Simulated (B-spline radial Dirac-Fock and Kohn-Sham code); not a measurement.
# Se⁴⁺ 3d3/2: cross section and angular parameters

System: the Se⁴⁺ ion, configuration 1s2 2s2 2p6 3s2 3p6 3d10 4s2; threshold 118.4 eV (orbital energy of the model). The computed values come from an atomic code on a B-spline grid: Dirac-Hartree-Slater photoionisation with a Latter tail; cross sections with all multipoles, angular parameters from the dipole term and its interference with E2.

Input file task.json (cfg lists n, l and occupation; rrms is the nuclear radius in fm):

```json
{"items": [{
  "Z": 34,
  "q": 4,
  "cfg": [[1, 0, 2], [2, 0, 2], [2, 1, 6], [3, 0, 2], [3, 1, 6], [3, 2, 10], [4, 0, 2]],
  "A": 80,
  "rrms": 4.14,
  "do": "xps",
  "hv": [89.9, 101.0, 119.0, 138.0, 149.0, 178.0, 200, 209.0, 300, 394.0, 400, 437.0, 487.0, 540.0, 600, 709.0, 850.0, 1190.0, 2000, 2500.0, 2670.0, 2910.0, 2950.0, 3070.0, 3330.0, 5414.7, 6000, 9251.7, 11000.0, 12600.0]
}]}
```

Run with: `python xray2_run.py task.json out`

```tsv
hν (eV)	σ (kb)	β	γ	δ
138	2800	0.236	-0.013	0.008
149	?	?	?	?
178	2460	0.539	-0.011	0.015
200	2140	0.665	-0.006	0.017
209	2020	0.708	-0.004	0.018
300	1090	0.986	0.028	0.025
394	603	1.118	0.067	0.030
400	582	1.124	0.070	0.031
437	470	1.153	0.087	0.033
487	359	1.182	0.111	0.035
540	275	1.203	0.137	0.038
600	207	1.216	0.166	0.040
709	130	1.225	0.218	0.045
850	76.1	1.216	0.284	0.052
1190	26.8	1.162	0.424	0.068
2000	4.67	1.005	0.662	0.108
2500	2.11	0.922	0.762	0.133
2670	1.66	0.896	0.790	0.142
2910	1.21	0.863	0.826	0.154
2950	1.15	0.858	0.832	0.156
3070	0.995	0.842	0.849	0.162
3330	0.735	0.811	0.881	0.174
5414.7	0.113	0.631	1.060	0.273
6000	0.0750	0.596	1.093	0.299
9251.7	0.0128	0.454	1.212	0.431
11000	0.00618	0.400	1.241	0.496
12600	0.00347	0.359	1.252	0.552
```

Question: Give the values at 149 eV.

Answer: σ = 2780 kb, β = 0.324, γ = -0.014, δ = 0.011.
